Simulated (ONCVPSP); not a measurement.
## zirconium (Zr) ONCV: all-electron and pseudo phase curves

ONCVPSP 4.0.1 input, shortened (lines: element, Z, core and valence counts, functional; n l f; lmax; l rc ep ncon nbas qcut; lloc lpopt rc5 dvloc0; l nproj debl; icmod fcfact rcfact), LDA (Perdew-Wang 92), fully relativistic:

```
  Zr 40.00    8    2  -001012      upf
    1    0    2.00
    2    0    2.00
    2    1    6.00
    3    0    2.00
    3    1    6.00
    3    2   10.00
    4    0    2.00
    4    1    6.00
    4    2    2.00
    5    0    2.00
    2
    0    2.60    0.00    4    7    2.50
    1    2.75    0.46    3    6    3.10
    2    2.70    0.00    4    8    5.20
    4    1    1.65    3.00
    0    3    1.00
    1    2    1.80
    2    2    2.90
    0    0.00    0.00
```

Open shells are filled in proportion to 2j + 1.

The phase is arctan(r·R′/R) of the radial function R(r), unwrapped; energies in Ha, scanned from -2 to 5 Ha. A pole is an energy at which the radial function vanishes at the test radius. The pseudo phase is shifted by a multiple of π to meet the all-electron one at the reference energy, and phase errors are pseudo minus all-electron; the curves can meet again beyond the range given. Levels narrower than the energy grid can be missing from the lists of poles.

**Question.** For each channel, where are the poles, and over which energies does the pseudopotential scatter like the atom?

**Answer.**

```csv
channel,radius (bohr),reference energy (Ha),"poles, all-electron","poles, pseudo",unbroken range about the reference energy with phases within 0.05 rad,phase error 1 Ha above the reference energy (rad)
s,2.63,-0.17,"-1.97, 1.52",1.52,-1.9 to 3.5,+0.000
p3/2,2.79,0.46,"-1.12, 1.75","1.73, 2.64",0.1 to 2.5,-0.005
p1/2,2.79,0.46,"-1.19, 1.68","1.62, 2.55",-0.7 to 2.5,-0.013
d5/2,2.74,-0.14,"0.17, 2.90","0.17, 2.90",below 1.1,+0.018
d3/2,2.74,-0.14,"0.15, 2.89","0.15, 2.89",below 1.1,+0.019
```

Note: ghosts flagged at negative energy: s at -55.8 eV; GHOST(+) flagged for p1/2 at 69.6 eV, p3/2 at 71.8 eV. A true bound ghost makes a file unfit for plane-wave use.

Phases in the s channel:

| E (Ha) | all-electron | pseudo |
| --- | --- | --- |
| -1.98 | -1.529 | -1.651 |
| -1.80 | -1.766 | -1.778 |
| -1.62 | -1.826 | -1.830 |
| -1.44 | -1.871 | -1.873 |
| -1.26 | -1.919 | -1.920 |
| -1.08 | -1.978 | -1.978 |
| -0.90 | -2.058 | -2.059 |
| -0.72 | -2.180 | -2.180 |
| -0.54 | -2.382 | -2.382 |
| -0.36 | -2.744 | -2.744 |
| -0.18 | -3.315 | -3.315 |
| 0.00 | -3.851 | -3.851 |
| 0.18 | -4.172 | -4.172 |
| 0.36 | -4.353 | -4.353 |
| 0.54 | -4.463 | -4.463 |
| 0.72 | -4.538 | -4.538 |
| 0.90 | -4.592 | -4.592 |
| 1.08 | -4.635 | -4.635 |
| 1.26 | -4.669 | -4.669 |
| 1.44 | -4.699 | -4.699 |
| 1.62 | -4.727 | -4.727 |
| 1.80 | -4.753 | -4.753 |
| 1.98 | -4.780 | -4.780 |
| 2.16 | -4.809 | -4.809 |
| 2.34 | -4.841 | -4.841 |
| 2.52 | -4.880 | -4.880 |
| 2.70 | -4.931 | -4.931 |
| 2.88 | -5.003 | -5.004 |
| 3.06 | -5.119 | -5.121 |
| 3.24 | -5.336 | -5.345 |
| 3.42 | -5.822 | -5.854 |
| 3.60 | -6.648 | -6.698 |
| 3.78 | -7.187 | -7.219 |
| 3.96 | -7.426 | -7.447 |
| 4.14 | -7.548 | -7.565 |
| 4.32 | -7.622 | -7.637 |
| 4.50 | -7.671 | -7.685 |
| 4.68 | -7.707 | -7.721 |
| 4.86 | -7.734 | -7.749 |
